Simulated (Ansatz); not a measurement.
Species: C2H3NS, charge 0, singlet. C2H3NS (2H-1,3-thiazete, SMILES C1=NCS1).
B3LYP-D3(BJ)/def2-TZVP minimum from Ansatz (an electronic-structure program):
```
C
H 1 1.0882
H 1 1.0882 2 111.62
N 1 1.4608 2 113.59 3 -130.00
C 4 1.2794 1 96.03 2 -115.50
H 5 1.0849 4 127.52 1 -180.00
S 5 1.7644 6 128.52 4 180.00
```

Atomisation energy term by term, kcal/mol (programs: Ansatz). UHF or UKS for unpaired electrons; spin-orbit terms are left out. Cores are frozen in correlated methods. Rows without X2C or -DK are non-relativistic. CBS(X,Y): correlation extrapolated as X^-3, Hartree-Fock from the larger set. A bracket is a step between two methods taken in the basis named. 'core' is core correlation in cc-pwCVTZ (1s frozen past Ne), 'X2C' scalar relativity in cc-pVTZ-DK, both at CCSD(T). Where a partner has so few electrons that a lower coupled-cluster level is exact, that level stands in.

```csv
term,basis,kcal/mol
Hartree-Fock,cc-pV(Q+d)Z,426.15
CCSD correlation,"CBS(cc-pV(T+d)Z,cc-pV(Q+d)Z)",203.51
(T),"CBS(cc-pV(T+d)Z,cc-pV(Q+d)Z)",18.49
CCSDT(Q) - CCSD(T),cc-pV(D+d)Z,0.92
core correlation,cc-pwCVTZ,3.04
scalar relativity,"X2C, cc-pVTZ-DK",-0.80
sum: De,,651.3
```
